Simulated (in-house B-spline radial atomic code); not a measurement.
Neutral cobalt is squeezed into an impenetrable sphere of radius R (the orbitals vanish at R). Level of theory: scalar-relativistic (X2C) Hartree-Fock, spin-polarised, averaged over the determinants with the given up and down occupations, Fermi nucleus of rms radius 3.7875 fm; calculated with a B-spline radial code for spherical atoms.

Energies in eV above the free atom in [Ar] 3d7 4s2:

```json
{"R (bohr)": "7.99", "highest level (eV)": "-6.93", "[Ar] 3d7 4s2": "0.1164", "[Ar] 3d7 4s1 4d1": "7.818", "[Ar] 3d8 4s1": "1.979"}
{"R (bohr)": "6.22", "highest level (eV)": "-6.35", "[Ar] 3d7 4s2": "0.7989", "[Ar] 3d7 4s1 4d1": "10.94", "[Ar] 3d8 4s1": "2.467"}
{"R (bohr)": "5.28", "highest level (eV)": "-5.33", "[Ar] 3d7 4s2": "2.212", "[Ar] 3d7 4s1 4d1": "14.83", "[Ar] 3d8 4s1": "3.421"}
{"R (bohr)": "4.46", "highest level (eV)": "-3.22", "[Ar] 3d7 4s2": "5.55", "[Ar] 3d7 4s1 4d1": "21.74", "[Ar] 3d8 4s1": "5.682"}
{"R (bohr)": "3.34", "highest level (eV)": "5.81", "[Ar] 3d7 4s2": "22.47", "[Ar] 3d7 4s1 4d1": "47.82", "[Ar] 3d8 4s1": "17.57"}
{"R (bohr)": "3.05", "highest level (eV)": "11.3", "[Ar] 3d7 4s2": "33.91", "[Ar] 3d7 4s1 4d1": "62.96", "[Ar] 3d8 4s1": "25.81"}
{"R (bohr)": "2.52", "highest level (eV)": "30.9", "[Ar] 3d7 4s2": "78.59", "[Ar] 3d7 4s1 4d1": "116.1", "[Ar] 3d8 4s1": "58.53"}
{"R (bohr)": "2.38", "highest level (eV)": "39.8", "[Ar] 3d7 4s2": "100.6", "[Ar] 3d7 4s1 4d1": "140.6", "[Ar] 3d8 4s1": "74.89"}
{"R (bohr)": "1.89", "highest level (eV)": "101", "[Ar] 3d7 4s2": "268.6", "[Ar] 3d7 4s1 4d1": "314.9", "[Ar] 3d8 4s1": "203"}
{"R (bohr)": "1.31", "highest level (eV)": "364", "[Ar] 3d7 4s2": "1191", "[Ar] 3d7 4s1 4d1": "1208", "[Ar] 3d8 4s1": "946.3"}
```

(1) Does [Ar] 3d7 4s1 4d1 fall below [Ar] 3d7 4s2 under compression?

(2) Does [Ar] 3d8 4s1 fall below [Ar] 3d7 4s2 under compression?

The highest level is first positive in the row R = 3.34 bohr, pushed up by confinement above the zero of the free ion's potential. Each configuration is held fixed and needn't be the lowest in the sphere.

Answers

(1) No, it stays above over the whole range.

(2) Yes, between R = 4.46 and 3.34 bohr the order changes (near 4.43 bohr by linear interpolation).
